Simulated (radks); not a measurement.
Results of a calculation; reference values are marked as such.
Species: In2+. Configuration: [Kr] 4d10 5s1 (the NIST ground configuration). Code: a radial shooting solver on a logarithmic mesh with Libxc functionals. Model: Dirac Kohn-Sham, BLYP, spin-unpolarised, spherical densities, finite nucleus; Fermi nuclear charge, rms radius 4.6156 fm.

Radial electron density D(r) = 4 pi r^2 rho(r):

r (bohr)  D(r) (e/bohr)
0.001026          1.531
0.001185          1.973
0.001368          2.536
0.00158           3.250
0.001825          4.152
0.002108          5.285
0.002434          6.698
0.002834          8.555
0.003273          10.72
0.00378           13.35
0.004365          16.50
0.005041          20.21
0.005822          24.50
0.006724          29.35
0.007765          34.70
0.008968          40.39
0.01036           46.20
0.01196           51.79
0.01381           56.76
0.01608           60.85
0.01857           63.19
0.02145           63.78
0.02477           62.65
0.02861           60.23
0.03304           57.37
0.03816           55.28
0.04407           55.20
0.05089           57.99
0.05877           63.61
0.06788           70.78
0.07839           77.19
0.09053           80.21
0.1054            77.86
0.1217            70.88
0.1406            62.24
0.1623            56.07
0.1875            55.30
0.2165            59.47
0.2501            64.45
0.2888            64.83
0.3335            57.63
0.3852            44.54
0.4448            30.86
0.5137            21.80
0.5933            19.10
0.6907            20.59
0.7977            21.99
0.9212            20.83
1.064             17.15
1.229             12.44
1.419             8.163
1.639             5.002
1.893             2.942
2.186             1.685
2.524            0.9328
2.915            0.4852
3.367            0.2277
3.919           0.08699
4.526           0.02840
5.227          0.007218
6.037          0.001372
6.972         0.0001863

D(r) has 4 maxima, at r = 0.0209, 0.0920, 0.271, 0.811 bohr, and minima at 0.0413, 0.177, 0.593 bohr, inside which lie 2.04, 11.16, 28.99 electrons.
